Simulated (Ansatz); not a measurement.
## Molecular dynamics of H$_{6}$C$_{2}$O

Input file:

```yaml
accuracy: low
crystal:
  lattice:
    - [7.293633, 0.0, 0.0]
    - [0.0, 7.293633, 0.0]
    - [0.0, 0.0, 7.293633]
  atoms:
    - { symbol: C, position: [0.42710874, 0.81557503, 1.02596024] }
    - { symbol: C, position: [0.33420544, 0.99839722, 1.01046871] }
    - { symbol: O, position: [0.34485504, 1.07321173, 0.83239845] }
    - { symbol: H, position: [0.28064397, 1.18944816, 0.82602644] }
    - { symbol: H, position: [0.18898367, 0.96923556, 1.03848802] }
    - { symbol: H, position: [0.41131777, 1.08988129, 1.10542261] }
    - { symbol: H, position: [0.4172813, 0.76406884, 1.17680658] }
    - { symbol: H, position: [0.36286976, 0.7133404, 0.93143227] }
    - { symbol: H, position: [0.57988239, 0.81634967, 0.99136205] }
    - { symbol: C, position: [0.77036625, 0.49629062, 0.15629446] }
    - { symbol: C, position: [0.66878035, 0.45056197, 0.32990489] }
    - { symbol: O, position: [0.75430922, 0.28974152, 0.38569375] }
    - { symbol: H, position: [0.72632775, 0.25234025, 0.51696255] }
    - { symbol: H, position: [0.68250995, 0.55962642, 0.42934902] }
    - { symbol: H, position: [0.51962348, 0.42158661, 0.31219692] }
    - { symbol: H, position: [0.69365252, 0.57646315, 0.04951538] }
    - { symbol: H, position: [0.9058102, 0.57072413, 0.18895096] }
    - { symbol: H, position: [0.82193045, 0.37402515, 0.07130202] }
    - { symbol: C, position: [0.27207483, 0.45725158, 0.57915476] }
    - { symbol: C, position: [0.26607385, 0.6540807, 0.49363432] }
    - { symbol: O, position: [0.15078001, 0.67113956, 0.33510698] }
    - { symbol: H, position: [0.15058038, 0.79791039, 0.29947385] }
    - { symbol: H, position: [0.22260817, 0.73909769, 0.61749288] }
    - { symbol: H, position: [0.4044271, 0.69260157, 0.46078677] }
    - { symbol: H, position: [0.34451697, 0.47637436, 0.710594] }
    - { symbol: H, position: [0.13584905, 0.40475758, 0.61475834] }
    - { symbol: H, position: [0.35687018, 0.3517711, 0.51139618] }
    - { symbol: C, position: [0.85072346, 0.89806335, 0.80796638] }
    - { symbol: C, position: [0.86560713, 1.0902834, 0.72833049] }
    - { symbol: O, position: [0.71462775, 1.21041676, 0.75620804] }
    - { symbol: H, position: [0.59878848, 1.14261472, 0.7776419] }
    - { symbol: H, position: [0.97235961, 1.16793897, 0.79615384] }
    - { symbol: H, position: [0.90826703, 1.08252751, 0.5799463] }
    - { symbol: H, position: [0.99782501, 0.84509603, 0.81957536] }
    - { symbol: H, position: [0.79689133, 0.90535561, 0.95802775] }
    - { symbol: H, position: [0.77452109, 0.803227, 0.71932102] }
basis:
  ecutwfc: 420.0
kpoints:
  mp_grid: { grid: [1, 1, 1] }
hamiltonian:
  xc: pbesol
scf:
  occupations: { method: fermi_dirac, width: 0.05 }
  lower_state_search: "off"
md:
  timestep: 0.5
  n_steps: 200
  ensemble: nvt_nose_hoover
  temperature: 300.0
  initial_velocities: zero
  seed: 644336
  nose_hoover: { tau: 100.0, chain_length: 1 }
```

Launched with:

```bash
$ ansatz run input.yaml --threads 1 --pin off --max-ram 3072MiB --backend cpu --events-out ev --progress --plain --runs-dir out
```

It goes on from the last frame of an earlier run, with new velocities.

Output, in part (step lines):

```
md step     0: t =     0.00 fs  T =     0.0 K  F+E_penalty+E_count = -4594.13563086 eV  E_kin = 0.000000 eV  conserved = -4594.13563086 eV  (9 SCF iters)
md step     1: t =     0.50 fs  T =     6.7 K  F+E_penalty+E_count = -4594.16636651 eV  E_kin = 0.030310 eV  conserved = -4594.13605669 eV  (5 SCF iters)
md step     2: t =     1.00 fs  T =    25.3 K  F+E_penalty+E_count = -4594.25185646 eV  E_kin = 0.114620 eV  conserved = -4594.13724292 eV  (6 SCF iters)
md step     3: t =     1.50 fs  T =    51.8 K  F+E_penalty+E_count = -4594.37342814 eV  E_kin = 0.234524 eV  conserved = -4594.13893157 eV  (7 SCF iters)
md step     4: t =     2.00 fs  T =    80.4 K  F+E_penalty+E_count = -4594.50462224 eV  E_kin = 0.363959 eV  conserved = -4594.14073994 eV  (7 SCF iters)
md step     5: t =     2.50 fs  T =   105.1 K  F+E_penalty+E_count = -4594.61737863 eV  E_kin = 0.475325 eV  conserved = -4594.14221343 eV  (3 SCF iters)
md step     6: t =     3.00 fs  T =   120.8 K  F+E_penalty+E_count = -4594.68928951 eV  E_kin = 0.546660 eV  conserved = -4594.14290648 eV  (3 SCF iters)
md step     7: t =     3.50 fs  T =   125.6 K  F+E_penalty+E_count = -4594.71052258 eV  E_kin = 0.568427 eV  conserved = -4594.14251836 eV  (3 SCF iters)
[... lines left out ...]
```

The steps, from the saved trajectory:

```
time (fs)  T (K)  potential energy less start (eV)  conserved less start (meV/atom)
      0.0      0                             0.000                             0.00
      3.0    121                            -0.554                            -0.20
      6.0    119                            -0.541                            -0.05
      9.0    152                            -0.689                            -0.16
     12.0     81                            -0.363                            -0.05
     15.0    151                            -0.679                            -0.15
     18.0    176                            -0.790                            -0.13
     21.0    160                            -0.710                            -0.10
     24.0    153                            -0.674                            -0.10
     27.0    161                            -0.700                            -0.09
     30.0    198                            -0.866                            -0.18
     33.0    119                            -0.498                            -0.06
     36.0    152                            -0.640                            -0.15
     39.0    122                            -0.495                            -0.03
     42.0    187                            -0.785                            -0.19
     45.0     99                            -0.373                            -0.02
     48.0    171                            -0.692                            -0.19
     51.0    148                            -0.574                            -0.04
     54.0    208                            -0.833                            -0.15
     57.0    151                            -0.562                            -0.05
     60.0    187                            -0.712                            -0.15
     63.0    176                            -0.646                            -0.10
     66.0    170                            -0.603                            -0.10
     69.0    152                            -0.506                            -0.08
     72.0    170                            -0.570                            -0.10
     75.0    188                            -0.640                            -0.13
     78.0    146                            -0.429                            -0.06
     81.0    160                            -0.478                            -0.10
     84.0    160                            -0.457                            -0.04
     87.0    240                            -0.803                            -0.16
     90.0    188                            -0.535                            -0.02
     93.0    243                            -0.762                            -0.14
     96.0    220                            -0.626                            -0.02
     99.0    282                            -0.880                            -0.13
```

All steps were run. The conserved energy stayed within 0.21 meV per atom of its start (net change -0.086 meV per atom), so the integration is sound. The mean temperature of the second half is 37 % below the set value. A run of 0.1 ps of so small a system gives no equilibrium averages. Limits of this set-up: coarse k mesh, low accuracy level.

Mean squared displacements from the first frame to the last, about the centre of mass: C 0.09 Å², O 0.06 Å², H 0.24 Å².

Last frame:

```xyz
36
Lattice="7.2936 0.0000 0.0000 0.0000 7.2936 0.0000 0.0000 0.0000 7.2936" Properties=species:S:1:pos:R:3
C 2.808 6.052 7.493
C 2.363 7.477 7.240
O 2.709 7.810 5.873
H 2.369 8.710 5.719
H 1.260 7.621 7.429
H 2.863 8.205 7.963
H 2.356 5.569 8.454
H 2.513 5.404 6.611
H 3.928 6.000 7.641
C 5.863 3.360 0.823
C 5.075 3.250 2.135
O 5.340 2.023 2.785
H 5.090 2.039 3.779
H 5.315 4.104 2.846
H 3.990 3.365 1.910
H 5.672 4.321 0.278
H 6.999 3.300 0.906
H 5.493 2.599 0.041
C 1.848 3.419 4.440
C 1.879 4.868 3.847
O 1.018 4.940 2.729
H 0.431 5.698 2.818
H 1.655 5.611 4.668
H 2.921 5.044 3.522
H 2.597 3.353 5.248
H 0.872 3.098 4.849
H 2.170 2.635 3.725
C 6.428 6.619 6.097
C 6.406 7.938 5.350
O 5.175 8.657 5.471
H 4.382 8.075 5.618
H 7.215 8.621 5.700
H 6.593 7.769 4.262
H 7.489 6.266 6.240
H 5.910 6.771 7.113
H 5.871 5.849 5.557
```

Time of the run: 4.6 min on 1 CPU thread of a shared host.
